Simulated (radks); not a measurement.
Values are calculated unless marked as measured or tabulated.
Q: These are the eigenvalues of the occupied orbitals of an atom or ion with whole-number occupations (hartree). Level of theory: scalar-relativistic Kohn-Sham, SCAN, spin-polarised, spherical densities, finite nucleus; meta-GGA in the generalised Kohn-Sham scheme; Fermi nuclear charge, rms radius of each element as measured or else 0.836 A^(1/3) + 0.57 fm (a radial shooting solver on a logarithmic mesh with Libxc functionals).

| orbital | eigenvalue |
|---|---|
| 1s up | -933.3360 |
| 1s down | -933.3197 |
| 2s up | -138.5051 |
| 2s down | -138.4938 |
| 2p up | -124.1728 |
| 2p down | -124.1592 |
| 3s up | -26.12375 |
| 3s down | -26.11304 |
| 3p up | -21.37236 |
| 3p down | -21.35828 |
| 3d up | -13.91336 |
| 3d down | -13.89590 |
| 4s up | -4.17318 |
| 4p up | -2.77750 |
| 4p down | -2.70529 |
| 4d up | -0.78042 |
| 4d down | -0.73131 |
| 5s up | -0.50316 |

Which element is it, and in what charge state? The configuration may be excited. Open shells, if any, are filled with parallel spins first.

A: Z = 47, silver, charge +1: Ag+ in [Ar] 3d10 4s1 4p6 4d10 5s1. The list shows which subshells hold electrons but not how many an open one holds; the 1s level, -933.34 hartree, gives Z - s = 43.2 by -(Z - s)^2/2, which with screening and relativity narrows Z to a few neighbours, and the depths of the outer levels then fix element, charge and occupations together.
